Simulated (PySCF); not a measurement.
C(2+): ionisation energy

C(2+) [He] 2s2 (1S) → C(3+) [He] 2s1 (2S), as a difference of total energies. All numbers are calculated (PySCF 2.14, scalar relativity by spin-free X2C-1e, in aug-cc-pCVTZ-DK with one added diffuse shell each of s, p, d, f type (8s7p5d3f, 75 functions)). Correlated levels: valence and next inner shell: nothing frozen. The calculations carry no spin-orbit coupling.

```json
{"method": "UHF", "ionisation energy (eV)": "45.800"}
{"method": "MP2 (valence and next inner shell)", "ionisation energy (eV)": "47.067"}
{"method": "SCS-MP2 (valence and next inner shell)", "ionisation energy (eV)": "47.299"}
{"method": "CCSD (valence and next inner shell)", "ionisation energy (eV)": "47.821"}
{"method": "CCSD(T) (valence and next inner shell)", "ionisation energy (eV)": "47.838"}
```

Question: How much does correlation contribute at CCSD(T) (valence and next inner shell)?

Answer: 47.838 − (45.800) = 2.038 eV, measured against UHF.

Errors of the correlated levels include the incompleteness of this basis.

The coupled-cluster amplitudes are large for C(2+) (T1 above 0.03 or a double amplitude above 0.15), so a single reference is strained.

For comparison: 47.888 eV (measured; NIST Atomic Spectra Database, ionization energies).
